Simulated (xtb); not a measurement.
H6PSi2 (SMILES [SiH3][P][SiH3]), doublet, from a rough starting geometry; xtb with GFN2-xTB.

The xtb input:
```
$ xtb mol.xyz --gfn 2 --uhf 1 --opt vtight --json

# file mol.xyz
9

Si     1.76517403    -0.13058149    -0.01997111
P      0.05880012     0.61600999    -1.31284730
Si    -1.78874737     0.15340727    -0.06065399
H      2.44655622    -1.17201844    -0.73452915
H      2.58016792     0.97083204     0.24516648
H      1.30127843    -0.71637947     1.27969323
H     -1.50112719    -0.82730205     1.03044459
H     -2.63040366    -0.38698183    -0.95980526
H     -2.28317707     1.45748642     0.47732743
```

Output, abridged:

```
   ID    Z sym.   atoms
    1   14 Si     1, 3
    2   15 P      2
    3    1 H      4-9

           -------------------------------------------------
          |                Calculation Setup                |
           -------------------------------------------------

           -------------------------------------------------
          |                 G F N 2 - x T B                 |
           -------------------------------------------------

          ...................................................
          :                      SETUP                      :
          :.................................................:
          :  # basis functions                  36          :
          :  # atomic orbitals                  33          :
          :  # shells                           15          :
          :  # electrons                        19          :
          :  max. iterations                   250          :
          :  Hamiltonian                  GFN2-xTB          :
          :  restarted?                      false          :
          :  GBSA solvation                  false          :
          :  PC potential                    false          :
          :  electronic temp.          300.0000000     K    :
          :  accuracy                    1.0000000          :
          :  -> integral cutoff          0.2500000E+02      :
          :  -> integral neglect         0.1000000E-07      :
          :  -> SCF convergence          0.1000000E-05 Eh   :
          :  -> wf. convergence          0.1000000E-03 e    :
          :  Broyden damping             0.4000000          :
          :  net charge                          0          :
          :  unpaired electrons                  1          :
          ...................................................

 iter      E             dE          RMSdq      gap      omega  full diag
   1     -8.9155464 -0.891555E+01  0.911E+00    4.49       0.0  T
   2     -9.0725065 -0.156960E+00  0.320E+00    3.20       1.0  T
   3     -9.0741722 -0.166565E-02  0.203E+00    3.47       1.0  T
   4     -9.0745550 -0.382854E-03  0.540E-01    3.43       1.0  T
   5     -9.0745477  0.732347E-05  0.390E-01    3.50       1.0  T
   6     -9.0747658 -0.218143E-03  0.776E-02    3.44       1.0  T
   7     -9.0747697 -0.385023E-05  0.363E-02    3.44       1.0  T
   8     -9.0747710 -0.136987E-05  0.221E-02    3.45       1.5  T
   9     -9.0747714 -0.388851E-06  0.955E-03    3.44       3.5  T
  10     -9.0747714  0.529669E-07  0.531E-03    3.44       6.3  T
  11     -9.0747714 -0.582013E-07  0.203E-03    3.44      16.4  T
  12     -9.0747715 -0.799124E-08  0.964E-04    3.44      34.6  T
  13     -9.0747715 -0.206927E-08  0.194E-04    3.44     171.7  T

   *** convergence criteria satisfied after 13 iterations ***

         :::::::::::::::::::::::::::::::::::::::::::::::::::::
         ::                     SUMMARY                     ::
         :::::::::::::::::::::::::::::::::::::::::::::::::::::
         :: total energy              -8.989886560311 Eh    ::
         :: gradient norm              0.113465470539 Eh/a0 ::
         :: HOMO-LUMO gap              3.443002314469 eV    ::
         ::.................................................::
         :: SCC energy                -9.074767331596 Eh    ::
         :: -> isotropic ES            0.024243044615 Eh    ::
         :: -> anisotropic ES          0.002077490996 Eh    ::
         :: -> anisotropic XC          0.005846438119 Eh    ::
         :: -> dispersion             -0.006377650331 Eh    ::
         :: repulsion energy           0.084880771286 Eh    ::
         :: add. restraining           0.000000000000 Eh    ::
         :: total charge               0.000000000000 e     ::
         :::::::::::::::::::::::::::::::::::::::::::::::::::::

      -----------------------------------------------------------
     |                   =====================                   |
     |                        A N C O P T                        |
     |                   =====================                   |
     |               Approximate Normal Coordinate               |
     |                Rational Function Optimizer                |
      -----------------------------------------------------------
      -----------------------------------------------------------
     |                   =====================                   |
     |                        A N C O P T                        |
     |                   =====================                   |
     |               Approximate Normal Coordinate               |
     |                Rational Function Optimizer                |
      -----------------------------------------------------------

          ...................................................
          :                      SETUP                      :
          :.................................................:
          :   optimization level         verytight          :
          :   max. optcycles                   200          :
          :   ANC micro-cycles                  20          :
          :   degrees of freedom                21          :
          :.................................................:
          :   RF solver                   davidson          :
          :   write xtbopt.log                true          :
          :   linear?                        false          :
          :   energy convergence         0.1000000E-06 Eh   :
          :   grad. convergence          0.2000000E-03 Eh/α :
          :   maxmium RF displ.          1.0000000          :
          :   Hlow (freq-cutoff)         0.1000000E-01      :
          :   Hmax (freq-cutoff)         5.0000000          :
          :   S6 in model hess.         20.0000000          :
          ...................................................

generating ANC from exact Hessian ...
Using Lindh-Hessian (1995)
[...]
 * total energy  :    -9.0013283 Eh     change       -0.1539929E-06 Eh
 * total energy  :    -9.0013285 Eh     change       -0.1541970E-06 Eh
 * total energy  :    -9.0013286 Eh     change       -0.1549560E-06 Eh
 * total energy  :    -9.0013288 Eh     change       -0.1545720E-06 Eh
 * total energy  :    -9.0013290 Eh     change       -0.1524247E-06 Eh
 * total energy  :    -9.0013291 Eh     change       -0.1484274E-06 Eh
 * total energy  :    -9.0013292 Eh     change       -0.1435719E-06 Eh
 * total energy  :    -9.0013294 Eh     change       -0.1358406E-06 Eh
 * total energy  :    -9.0013295 Eh     change       -0.1284242E-06 Eh
 * total energy  :    -9.0013296 Eh     change       -0.1195650E-06 Eh
 * total energy  :    -9.0013297 Eh     change       -0.1109745E-06 Eh
 * total energy  :    -9.0013298 Eh     change       -0.1028771E-06 Eh
 * total energy  :    -9.0013299 Eh     change       -0.9543125E-07 Eh
   *** GEOMETRY OPTIMIZATION CONVERGED AFTER 83 ITERATIONS ***
[...]
   2     -9.0730647 -0.639488E-12  0.306E-05    3.92    1090.1  T
   3     -9.0730647 -0.142109E-13  0.178E-05    3.92    1876.5  T

   *** convergence criteria satisfied after 3 iterations ***

         :::::::::::::::::::::::::::::::::::::::::::::::::::::
         ::                     SUMMARY                     ::
         :::::::::::::::::::::::::::::::::::::::::::::::::::::
         :: total energy              -9.001329938934 Eh    ::
         :: gradient norm              0.000026002545 Eh/a0 ::
         :: HOMO-LUMO gap              3.921981621269 eV    ::
         ::.................................................::
         :: SCC energy                -9.073061488182 Eh    ::
         :: -> isotropic ES            0.023727352216 Eh    ::
         :: -> anisotropic ES          0.002079092970 Eh    ::
         :: -> anisotropic XC          0.006276788773 Eh    ::
         :: -> dispersion             -0.006524018023 Eh    ::
         :: repulsion energy           0.071731549247 Eh    ::
         :: add. restraining           0.000000000000 Eh    ::
         :: total charge              -0.000000000000 e     ::
         :::::::::::::::::::::::::::::::::::::::::::::::::::::

           -------------------------------------------------
          |                Property Printout                |
           -------------------------------------------------

    * Orbital Energies and Occupations

         #    Occupation            Energy/Eh            Energy/eV
      -------------------------------------------------------------
         1        2.0000           -0.7436153             -20.2348
         2        2.0000           -0.7080217             -19.2663
         3        2.0000           -0.6005752             -16.3425
         4        2.0000           -0.4426377             -12.0448
         5        2.0000           -0.4404826             -11.9861
         6        2.0000           -0.4387524             -11.9391
         7        2.0000           -0.4378097             -11.9134
         8        2.0000           -0.3953406             -10.7578
         9        2.0000           -0.3744952             -10.1905
        10        1.0000           -0.3448526              -9.3839 (HOMO)
        11                         -0.2007224              -5.4619 (LUMO)
        12                         -0.1992681              -5.4224
        13                         -0.1920944              -5.2272
        14                         -0.1879906              -5.1155
        15                         -0.1745138              -4.7488
        16                         -0.1658550              -4.5131
        17                         -0.1155947              -3.1455
        18                         -0.0921451              -2.5074
        19                         -0.0904244              -2.4606
        20                         -0.0737831              -2.0077
        21                         -0.0366861              -0.9983
       ...                                ...                  ...
        33                          1.0511640              28.6036
      -------------------------------------------------------------
                  HL-Gap            0.1441302 Eh            3.9220 eV
             Fermi-level           -0.3162307 Eh           -8.6051 eV

     #   Z          covCN         q      C6AA      α(0)
     1  14 Si       3.690     0.448    98.527    19.014
     2  15 P        1.859    -0.349   198.033    26.584
     3  14 Si       3.690     0.448    98.526    19.014
     4   1 H        0.919    -0.088     5.155     3.551
     5   1 H        0.918    -0.092     5.307     3.603
     6   1 H        0.918    -0.093     5.312     3.605
     7   1 H        0.918    -0.092     5.308     3.603
     8   1 H        0.919    -0.088     5.155     3.551
     9   1 H        0.918    -0.093     5.310     3.604

 Mol. C6AA /au·bohr⁶  :       2256.874570
 Mol. C8AA /au·bohr⁸  :     102209.573629
 Mol. α(0) /au        :         86.128894

Wiberg/Mayer (AO) data.
largest (>0.10) Wiberg bond orders for each atom

 ---------------------------------------------------------------------------
     #   Z sym  total        # sym  WBO       # sym  WBO       # sym  WBO
 ---------------------------------------------------------------------------
     1  14 Si   3.728 --     2 P    1.035     4 H    0.888     6 H    0.880
                             5 H    0.880
     2  15 P    2.343 --     1 Si   1.035     3 Si   1.035
     3  14 Si   3.728 --     2 P    1.035     8 H    0.888     9 H    0.880
                             7 H    0.880
     4   1 H    0.992 --     1 Si   0.888
     5   1 H    0.991 --     1 Si   0.880
     6   1 H    0.991 --     1 Si   0.880
     7   1 H    0.991 --     3 Si   0.880
     8   1 H    0.992 --     3 Si   0.888
     9   1 H    0.991 --     3 Si   0.880
 ---------------------------------------------------------------------------

Topologies differ in total number of bonds
Writing topology from bond orders to xtbtopo.mol

molecular dipole:
                 x           y           z       tot (Debye)
 q only:        0.007       0.194       0.574
   full:        0.007       0.208       0.617       1.656
molecular quadrupole (traceless):
                xx          xy          yy          xz          yz          zz
 q only:        3.170      -0.302      -0.306       0.015      -0.973      -2.865
  q+dip:        1.357       0.011       1.305      -0.069      -1.513      -2.661
   full:        2.078       0.010       1.762      -0.094      -2.136      -3.840

optimized geometry written to: xtbopt.xyz

           -------------------------------------------------
          | TOTAL ENERGY               -9.001329938934 Eh   |
          | GRADIENT NORM               0.000026002545 Eh/α |
          | HOMO-LUMO GAP               3.921981621269 eV   |
           -------------------------------------------------

normal termination of xtb
```
